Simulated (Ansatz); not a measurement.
A nudged elastic band was laid between two geometries of H₇PSi₂Te (11 atoms, charge 0, multiplicity 1).

Method: RHF/def2-SVP in Ansatz.

```yaml
movable_images: 5
climbing_image: yes
spring: 5.0 eV/Å²
optimiser: quadratic models (default)
start_path: IDPP
force_threshold: 0.05 eV/Å
iteration_limit: 60
end_points: relaxed
```

First end point:

```xyz
11
Properties=species:S:1:pos:R:3
Si -1.052 1.263 0.461
Si 0.131 -0.274 -0.899
P 2.307 -0.606 -0.284
Te -1.078 -2.504 -0.951
H -2.409 1.495 -0.088
H -1.161 0.705 1.830
H -0.318 2.551 0.522
H 0.125 0.165 -2.315
H 2.017 -0.960 1.053
H 2.601 0.750 -0.003
H -1.096 -2.641 0.694
```

Last end point:

```xyz
11
Properties=species:S:1:pos:R:3
Si -1.167 1.367 0.484
Si 0.093 -0.297 -0.637
P 2.137 -0.536 0.352
Te -1.131 -2.518 -0.571
H -2.445 1.587 -0.231
H -1.442 0.916 1.869
H -0.406 2.640 0.532
H 0.188 0.003 -2.086
H 2.706 -1.335 -0.662
H 2.670 0.692 -0.107
H -1.139 -2.577 1.077
```

**Question.** What changes between the two ends?

**Answer.** No bond is made or broken. The height of P3 over the plane of its neighbours goes from -0.82 to 0.82 Å.

**Question.** What energy profile does the band end with?

**Answer.** It converged. The highest image is number 3 of 0 to 6, 1.07 eV above the first end and 1.08 eV above the last; the last end lies 0.01 eV below the first. The profile has 2 maxima (images 1, 3) with wells between them (image 2): this band takes more than one step, which may be the mechanism or a detour left from its start path. A vibrational analysis at the climbing image gives one clearly imaginary mode, 779i cm⁻¹: a first-order saddle point.

| image | path coordinate (Å) | energy (eV) | height of P3 over the plane of its neighbours (Å) |
| --- | --- | --- | --- |
| 0 | 0.00 | 0.00 | -0.82 |
| 1 | 1.42 | 0.05 | -0.81 |
| 2 | 2.85 | 0.00 | -0.81 |
| 3 | 4.26 | 1.07 | -0.01 |
| 4 | 4.75 | 0.35 | 0.52 |
| 5 | 5.24 | 0.02 | 0.78 |
| 6 | 5.73 | -0.01 | 0.82 |

**Question.** What is the geometry of the highest image?

**Answer.** 
```xyz
11
Properties=species:S:1:pos:R:3
Si -1.151 1.407 0.241
Si 0.058 -0.335 -0.813
P 2.037 -0.374 0.130
Te -1.128 -2.566 -0.625
H -2.394 1.659 -0.526
H -1.488 0.996 1.623
H -0.338 2.647 0.285
H 0.089 -0.145 -2.281
H 2.937 -1.425 0.044
H 2.489 0.672 0.920
H -1.044 -2.595 1.021
```

Run time: 3.7 min on 2 threads of Arm Neoverse V1, on a shared host, peak memory 0.29 GiB.
